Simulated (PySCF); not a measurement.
Atomic charges by several schemes

Compound: C₆H₉ClSi.
Atom-mapped SMILES: `[CH:1]#[C:2]/[CH:3]=[C:4](\[Cl:5])[SiH:6]([CH3:7])[CH3:8]` (hydrogens: H9 on C1; H10 on C3; H11 on Si6; H12, H13, H14 on C7; H15, H16, H17 on C8)

Cartesian coordinates in Å at the GFN2-xTB level; atoms count from 1:
```xyz
17
C6H9ClSi angstrom
C      4.282   -0.487    0.325
C      3.156   -0.349   -0.073
C      1.830   -0.188   -0.511
C      0.765   -0.089    0.291
Cl     0.994   -0.159    2.010
Si    -1.036    0.131   -0.265
C     -2.037   -1.348    0.381
C     -1.686    1.759    0.466
H      5.268   -0.608    0.660
H      1.677   -0.142   -1.580
H     -1.027    0.169   -1.737
H     -1.641   -2.289    0.012
H     -3.077   -1.283    0.074
H     -2.015   -1.386    1.467
H     -2.711    1.946    0.158
H     -1.085    2.605    0.147
H     -1.666    1.733    1.551
```

Density: PBE0/pcSseg-1 (PySCF); schemes: Mulliken, IAO, Hirshfeld and ESP-fitted. The structure is a single GFN2-xTB conformer in the gas phase; no vibrational or solvent corrections.

Question: Atoms with like bonding are taken together and averaged. Which atoms carry the lowest charge in the Mulliken, IAO, Hirshfeld and ESP-fitted schemes?

Answer: All schemes agree: Mulliken C7/C8 (-0.615); IAO C7/C8 (-0.720); Hirshfeld C7/C8 (-0.214); ESP-fitted C7/C8 (-0.666).

Question: At which atom do the 4 schemes differ most?

Answer: At Si6: from +0.372 (Hirshfeld) to +0.929 e (IAO), 0.557 e apart.

Question: Do the Mulliken, IAO, Hirshfeld and ESP-fitted schemes agree on where the charge is highest?

Answer: All schemes agree: Mulliken Si6 (+0.894); IAO Si6 (+0.929); Hirshfeld Si6 (+0.372); ESP-fitted Si6 (+0.749).

Question: What partial charge does each atom carry?

Answer: In e; atoms taken as equivalent share a row and are averaged (×n: the atom named and its like, n in all):

```json
{"atom": "C1", "environment": "terminal alkyne carbon", "Mulliken": "-0.330", "IAO": "-0.215", "Hirshfeld": "-0.097", "ESP-fitted": "-0.453"}
{"atom": "C2", "environment": "alkyne carbon", "Mulliken": "+0.302", "IAO": "-0.025", "Hirshfeld": "-0.053", "ESP-fitted": "+0.104"}
{"atom": "C3", "environment": "alkene CH carbon", "Mulliken": "-0.125", "IAO": "-0.172", "Hirshfeld": "-0.052", "ESP-fitted": "-0.137"}
{"atom": "C4", "environment": "vinylic C–Cl carbon", "Mulliken": "-0.388", "IAO": "-0.264", "Hirshfeld": "-0.062", "ESP-fitted": "-0.185"}
{"atom": "Cl5", "environment": "vinyl chlorine", "Mulliken": "-0.071", "IAO": "-0.024", "Hirshfeld": "-0.012", "ESP-fitted": "-0.035"}
{"atom": "Si6", "environment": "SiH silicon", "Mulliken": "+0.894", "IAO": "+0.929", "Hirshfeld": "+0.372", "ESP-fitted": "+0.749"}
{"atom": "C7/C8", "environment": "Si-methyl carbon", "Mulliken": "-0.615", "IAO": "-0.720", "Hirshfeld": "-0.214", "ESP-fitted": "-0.666"}
{"atom": "H9", "environment": "alkyne hydrogen", "Mulliken": "+0.049", "IAO": "+0.206", "Hirshfeld": "+0.096", "ESP-fitted": "+0.322"}
{"atom": "H10", "environment": "vinylic hydrogen", "Mulliken": "+0.135", "IAO": "+0.179", "Hirshfeld": "+0.063", "ESP-fitted": "+0.160"}
{"atom": "H11", "environment": "Si–H hydrogen", "Mulliken": "-0.094", "IAO": "-0.133", "Hirshfeld": "-0.080", "ESP-fitted": "-0.165"}
{"atom": "H12 (×6)", "environment": "methyl hydrogen", "Mulliken": "+0.143", "IAO": "+0.160", "Hirshfeld": "+0.042", "ESP-fitted": "+0.162"}
```

Mean size of the charges over all atoms: ESP-fitted 0.271 e, IAO 0.268 e, Mulliken 0.263 e, Hirshfeld 0.092 e. Each set sums to the total charge, 0, to within 0.001 e. The Hirshfeld scheme weights the molecular density at each point by an atom's share of the summed free-atom densities. The Mulliken scheme counts on each atom the diagonal of the density matrix times the overlap matrix over that atom's basis functions.

Question: How closely do the schemes follow one another over all atoms?

Answer: Correlation coefficient and root-mean-square difference: IAO with Hirshfeld 0.98, 0.243 e; IAO with ESP-fitted 0.97, 0.089 e; Mulliken with IAO 0.96, 0.107 e; Hirshfeld with ESP-fitted 0.95, 0.227 e; Mulliken with ESP-fitted 0.95, 0.110 e; Mulliken with Hirshfeld 0.92, 0.237 e.

Question: Sum the charges by element, for elements with more than one atom.

Answer: 
| element | atoms | Mulliken | IAO | Hirshfeld | ESP-fitted |
| --- | --- | --- | --- | --- | --- |
| C | 6 | -1.770 | -2.116 | -0.693 | -2.003 |
| H | 9 | +0.947 | +1.211 | +0.333 | +1.289 |
